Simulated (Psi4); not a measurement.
H$_{6}$GeSi, charge -1, doublet, at the geometry of the source list (a state made from the parent by changing its charge; the spin is typed, not shown lowest) (a gas-phase anion, which may not be bound at this level), with bond 8-2 at 2.0 times its length; Psi4 1.11 with M06-2X/STO-3G.

The Psi4 input:
```
memory 2 GB

molecule mol {
-1 2
  Si   -1.211100    0.123300    0.021700
  Ge    1.105600   -0.108200   -0.020100
  H    -1.781500   -0.709800    1.081000
  H    -1.582200    1.516300    0.266700
  H    -1.775700   -0.295200   -1.262100
  H     1.611000   -1.425500   -0.541400
  H     1.845800    0.893200   -0.858400
  H     2.470800    0.120200    2.645300
}

set basis sto-3g
set reference uks
set dft_radial_points 99

energy('m06-2x')
print_variables()
```

What the program printed (banner, timings and long lists left out):

```
   => Loading Basis Set <=

    Name: STO-3G
    Role: ORBITAL
    Keyword: BASIS

         ---------------------------------------------------------
                                   SCF
               by Justin Turney, Rob Parrish, Andy Simmonett
                          and Daniel G. A. Smith
                              UKS Reference
         ---------------------------------------------------------

  ==> Geometry <==

    Molecular point group: c1
    Full point group: C1

    Geometry (in Angstrom), charge = -1, multiplicity = 2:

       Center              X                  Y                   Z               Mass
    ------------   -----------------  -----------------  -----------------  -----------------
         SI          -1.661688184212     0.164513005727     0.017412637921    27.976926534650
         GE           0.655011815788    -0.066986994273    -0.024387362079    73.921177761000
         H           -2.232088184212    -0.668586994273     1.076712637921     1.007825032230
         H           -2.032788184212     1.557513005727     0.262412637921     1.007825032230
         H           -2.226288184212    -0.253986994273    -1.266387362079     1.007825032230
         H            1.160411815788    -1.384286994273    -0.545687362079     1.007825032230
         H            1.395211815788     0.934413005727    -0.862687362079     1.007825032230
         H            2.020211815788     0.161413005727     2.641012637921     1.007825032230

  Running in c1 symmetry.

  Rotational constants: A =      1.00901  B =      0.12271  C =      0.11804 [cm^-1]
  Rotational constants: A =  30249.24168  B =   3678.63318  C =   3538.74662 [MHz]
  Nuclear repulsion =  169.783944294237983

  Charge       = -1
  Multiplicity = 2
  Electrons    = 53
  Nalpha       = 27
  Nbeta        = 26

  ==> Algorithm <==

  SCF Algorithm Type is DF.
  DIIS enabled.
  MOM disabled.
  Fractional occupation disabled.
  Guess Type is SAD.
  Energy threshold   = 1.00e-06
  Density threshold  = 1.00e-06
  Integral threshold = 1.00e-12

  ==> Primary Basis <==

  Basis Set: STO-3G
    Blend: STO-3G
    Number of shells: 19
    Number of basis functions: 33
    Number of Cartesian functions: 34
    Spherical Harmonics?: true
    Max angular momentum: 2

  ==> DFT Potential <==

   => LibXC <=

    Version 7.1.2
    S. Lehtola, C. Steigemann, M. J. T. Oliveira, and M. A. L. Marques,  SoftwareX 7, 1–5 (2018) (10.1016/j.softx.2017.11.002)

   => Composite Functional: M06-2X <=

    Hybrid M06-2X Meta-GGA XC Functional  (10.1007/s00214-007-0310-x)
    Y. Zhao and D. G. Truhlar,  Theor. Chem. Acc., 120, 215, 2008

    Deriv               =              1
    GGA                 =           TRUE
    Meta                =           TRUE

    Exchange Hybrid     =           TRUE
    MP2 Hybrid          =          FALSE

   => Exchange Functionals <=

    1.0000   XC_HYB_MGGA_X_M06_2X

   => Exact (HF) Exchange <=

    0.5400               HF

   => Correlation Functionals <=

    1.0000   XC_MGGA_C_M06_2X

   => LibXC Density Thresholds  <==

    XC_MGGA_C_M06_2X:  1.00E-12
    XC_HYB_MGGA_X_M06_2X:  1.00E-15

   => Molecular Quadrature <=

    Radial Scheme          =       TREUTLER
    Pruning Scheme         =           NONE
    Nuclear Scheme         =       TREUTLER

    Blocking Scheme        =         OCTREE
    BS radius alpha        =              1
    Pruning alpha          =              1
    Radial Points          =             99
    Spherical Points       =            302
    Total Points           =         224932
    Total Blocks           =           1732
    Max Points             =            256
    Max Functions          =             32
    Weights Tolerance      =       1.00E-15

   => Loading Basis Set <=

    Name: (STO-3G AUX)
    Role: JKFIT
    Keyword: DF_BASIS_SCF

  ==> Integral Setup <==

  SCF_SUBTYPE=INCORE selected. In-core MEM_DF algorithm will be used.
  Using in-core AOs.

  ==> MemDFJK: Density-Fitted J/K Matrices <==

    J tasked:                   Yes
    K tasked:                   Yes
    wK tasked:                   No
    Algorithm:                 Core
    Schwarz Cutoff:           1E-12
    Mask sparsity (%):       5.6933
    Fitting Condition:        1E-10

   => Auxiliary Basis Set <=

  Basis Set: (STO-3G AUX)
    Blend: DEF2-UNIVERSAL-JKFIT
    Number of shells: 134
    Number of basis functions: 502
    Number of Cartesian functions: 646
    Spherical Harmonics?: true
    Max angular momentum: 5

  Minimum eigenvalue in the overlap matrix is 2.8191378092E-01.
  Reciprocal condition number of the overlap matrix is 1.4334144247E-01.
    Using symmetric orthogonalization.

  ==> Pre-Iterations <==

  SCF Guess: Superposition of Atomic Densities via on-the-fly atomic UHF (no occupation information).

   -------------------------
    Irrep   Nso     Nmo
   -------------------------
     A         33      33
   -------------------------
    Total      33      33
   -------------------------

  ==> Iterations <==

                           Total Energy        Delta E     RMS |[F,P]|

   @DF-UKS iter SAD: -2339.14917056833110   -2.33915e+03   0.00000e+00
   @DF-UKS iter   1: -2341.96525075066438   -2.81608e+00   2.05549e-02 ADIIS/DIIS
   @DF-UKS iter   2: -2321.14171486636451    2.08235e+01   2.37434e-01 ADIIS
   @DF-UKS iter   3: -2342.34464197795705   -2.12029e+01   1.21631e-02 ADIIS/DIIS
   @DF-UKS iter   4: -2342.47626985329043   -1.31628e-01   9.23988e-04 ADIIS/DIIS
   @DF-UKS iter   5: -2342.47757702514491   -1.30717e-03   1.75793e-04 ADIIS/DIIS
   @DF-UKS iter   6: -2342.47765204539019   -7.50202e-05   5.24249e-05 DIIS
   @DF-UKS iter   7: -2342.47765893391625   -6.88853e-06   1.02782e-05 DIIS
   @DF-UKS iter   8: -2342.47765916877825   -2.34862e-07   1.98921e-06 DIIS
   @DF-UKS iter   9: -2342.47765917772858   -8.95034e-09   4.09365e-07 DIIS
  Energy and wave function converged.

  ==> Post-Iterations <==

   Electrons on quadrature grid:
      Nalpha   =   26.9999988603 ; deviation = -1.140e-06
      Nbeta    =   25.9999990761 ; deviation = -9.239e-07
      Ntotal   =   52.9999979364 ; deviation = -2.064e-06

   @Spin Contamination Metric:   2.030601675E-04
   @S^2 Expected:                7.500000000E-01
   @S^2 Observed:                7.502030602E-01
   @S   Expected:                5.000000000E-01
   @S   Observed:                5.000000000E-01

    Orbital Energies [Eh]
    ---------------------

    Alpha Occupied:

       1A   -396.055265     2A    -66.037931     3A    -48.380473
       4A    -43.934564     5A    -43.934490     6A    -43.933326
       7A     -5.448220     8A     -5.155124     9A     -3.647990
      10A     -3.646614    11A     -3.637453    12A     -3.376774
      13A     -3.376490    14A     -3.375295    15A     -0.386178
      16A     -0.259986    17A     -0.171916    18A     -0.168282
      19A     -0.106934    20A     -0.064374    21A     -0.022624
      22A     -0.020579    23A     -0.020260    24A     -0.012819
      25A     -0.003871    26A      0.006299    27A      0.171754

    Alpha Virtual:

      28A      0.507862    29A      0.547557    30A      0.567139
      31A      0.588469    32A      0.686292    33A      0.696778

    Beta Occupied:

       1A   -396.054785     2A    -66.037864     3A    -48.380132
       4A    -43.934407     5A    -43.934338     6A    -43.932388
       7A     -5.447518     8A     -5.155066     9A     -3.647887
      10A     -3.646420    11A     -3.635444    12A     -3.376742
      13A     -3.376480    14A     -3.375120    15A     -0.385233
      16A     -0.255699    17A     -0.171695    18A     -0.167087
      19A     -0.106429    20A     -0.062461    21A     -0.021793
      22A     -0.020140    23A     -0.013477    24A     -0.003098
      25A      0.006962    26A      0.166883

    Beta Virtual:

      27A      0.369062    28A      0.511143    29A      0.549236
      30A      0.568075    31A      0.592496    32A      0.690284
      33A      0.700260

    Final Occupation by Irrep:
              A
    DOCC [    26 ]
    SOCC [     1 ]
    NA   [    27 ]
    NB   [    26 ]

  @DF-UKS Final Energy: -2342.47765917772858

   => Energetics <=

    Nuclear Repulsion Energy =            169.7839442942379833
    One-Electron Energy =               -3635.6976646120592704
    Two-Electron Energy =                1172.0717151839126018
    DFT Exchange-Correlation Energy =     -48.6356540438201321
    Empirical Dispersion Energy =           0.0000000000000000
    VV10 Nonlocal Energy =                  0.0000000000000000
    Total Energy =                      -2342.4776591777285830

  UHF NO Occupations:
  HONO-2 :   25  A 1.9999785
  HONO-1 :   26  A 1.9999340
  HONO-0 :   27  A 1.0000000
  LUNO+0 :   28  A 0.0000660
  LUNO+1 :   29  A 0.0000215
  LUNO+2 :   30  A 0.0000111
  LUNO+3 :   31  A 0.0000028

Computation Completed

Properties will be evaluated at   0.000000,   0.000000,   0.000000 [a0]

Properties computed using the SCF density matrix

 Multipole Moments:

 ------------------------------------------------------------------------------------
     Multipole            Electronic (a.u.)      Nuclear  (a.u.)        Total (a.u.)
 ------------------------------------------------------------------------------------

 L = 1.  Multiply by 2.5417464519 to convert [e a0] to [Debye]
 Dipole X            :          6.6526000           -7.9719714           -1.3193714
 Dipole Y            :         -0.9845618            0.9563456           -0.0282162
 Dipole Z            :         -2.7057649            1.4527405           -1.2530244
 Magnitude           :                                                    1.8197822

 ------------------------------------------------------------------------------------

  Variable Map:
  ----------------------------------------------------------------------------
  "CURRENT ENERGY"              =>   -2342.477659177729
  "CURRENT REFERENCE ENERGY"    =>   -2342.477659177729
  "DD SOLVATION ENERGY"         =>       0.000000000000
  "DFT FUNCTIONAL TOTAL ENERGY" =>   -2342.477659177729
  "DFT TOTAL ENERGY"            =>   -2342.477659177729
  "DFT VV10 ENERGY"             =>       0.000000000000
  "DFT XC ENERGY"               =>     -48.635654043820
  "GRID ELECTRONS ALPHA"        =>      26.999998860323
  "GRID ELECTRONS BETA"         =>      25.999999076073
  "GRID ELECTRONS TOTAL"        =>      52.999997936395
  "NUCLEAR REPULSION ENERGY"    =>     169.783944294238
  "ONE-ELECTRON ENERGY"         =>   -3635.697664612059
  "PCM POLARIZATION ENERGY"     =>       0.000000000000
  "PE ENERGY"                   =>       0.000000000000
  "SCF ITERATION ENERGY"        =>   -2342.477659177729
  "SCF ITERATIONS"              =>       9.000000000000
  "SCF TOTAL ENERGY"            =>   -2342.477659177729
  "TWO-ELECTRON ENERGY"         =>    1172.071715183913
  "XC GRID RADIAL POINTS"       =>      99.000000000000
  "XC GRID SPHERICAL POINTS"    =>     302.000000000000
  "XC GRID TOTAL POINTS"        =>  224932.000000000000

  Array Variable Map:
  ----------------------------------------------------------------------------
  "CURRENT DIPOLE"              =>      -1.319371366631 ... -1.253024419972 1 by 3
  "SCF DIPOLE"                  =>      -1.319371366631 ... -1.253024419972 1 by 3
  "SCF TOTAL ENERGIES"          =>   -2339.149170568331 ... -2342.477659177729 1 by 10
```
